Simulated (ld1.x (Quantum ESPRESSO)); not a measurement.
# Before and after: TM potential for mercury

mercury, norm-conserving Troullier–Martins (Kleinman–Bylander form), made with ld1.x (Quantum ESPRESSO) 7.5 (LDA (PZ), scalar-relativistic). Core [Xe] 4f14, reference 5d10 6s2 6p0. Waves: 6s (bound): rc 2.05 bohr; 6p (bound, empty): rc 2.15 bohr; 5d (bound): rc 1.70 bohr. Local part: the d channel. Core correction: Bessel-smoothed model core, default radius (core density twice the valence density).

All-electron outer shells of the reference configuration (LDA (PZ), scalar-relativistic, ld1.x):

```tsv
shell	level (eV)	outermost node (bohr)	outermost maximum (bohr)
4f	-96.34	–	0.37
5p	-66.76	0.51	0.92
5d	-10.07	0.55	1.17
6s	-7.13	1.08	2.21
6p	-1.19	1.27	3.26
```

Change: local potential the s channel.

Cutoffs: the cutoffs (Ry, on a coarse ladder) from which the occupation-weighted sum of valence levels, in a spherical-Bessel basis at the reference potential, stays within 10 and 1 mRy of its value at 400 Ry; they do not see the model core or the augmentation charge, which bear on the density cutoff. Errors are all-electron minus pseudo energies relative to the spin-unpolarised reference configuration.

**Question.** What does the change do?

**Answer.** The potential gets neither clearly harder nor softer (50 Ry and 70 Ry → 50 Ry and 80 Ry); the bound ghost in p, s disappears; of the 9 tests that both files solve, the error grows in 4 and shrinks in 2 by more than 15 % and 0.3 meV (median size 37.2 → 51.1 meV); the range in which the d phases agree narrows (upper end 3.0 → 1.6). In the separable form a ghost depends on how the local part lies against the semilocal potential of the channel, so the choice of the local part can create or remove one.

```tsv
quantity	base	changed
cutoff, loose	50 Ry	50 Ry
cutoff, tight	70 Ry	80 Ry
loose cutoff by channel (10 mRy a level)	s 6 Ry, d 40 Ry	d 40 Ry, s 8 Ry
bound ghosts	s, p	none
error for 5d10 6s1 6p0, meV [ΔE 11.05 eV]	-11	-11
error for 5d10 6s0 6p0, meV [ΔE 30.44 eV]	-49	-51
error for 5d9 6s0 6p0, meV [ΔE 66.26 eV]	-56	-141
error for 5d10 6s1 6p1, meV [ΔE 6.16 eV]	-5.2	-4.2
error for 5d9 6s2 6p0, meV [ΔE 15.73 eV]	-37	-75
error for 5d9 6s2 6p1, meV [ΔE 10.36 eV]	-67	-89
error for 5d10 6s0 6p1, meV [ΔE 18.59 eV]	-34	-18
error for 5d10 6s1 6p0 (spin-polarised), meV [ΔE 10.89 eV]	-11	-12
error for 5d9 6s0 6p0 (spin-polarised), meV [ΔE 66.10 eV]	-54	-139
s: phases at 2.34 bohr within 0.05 rad from the reference energy up to (Ry; the scan ends near 5)	3.7	3.6
p: phases at 2.34 bohr within 0.05 rad from the reference energy up to (Ry; the scan ends near 5)	0.7	0.8
d: phases at 2.34 bohr within 0.05 rad from the reference energy up to (Ry; the scan ends near 5)	3.0	1.6
```

Base: These tests converged, but a pseudo level misses the all-electron one widely, so the file describes the atom poorly there or has found another state: 5d9 6s0 6p0: empty 6p by 5.3 eV (a node warning on the way). A true bound ghost makes a file unfit for plane-wave use even where its test errors are small: the radial tests pick states by their node count and pass the ghost by.
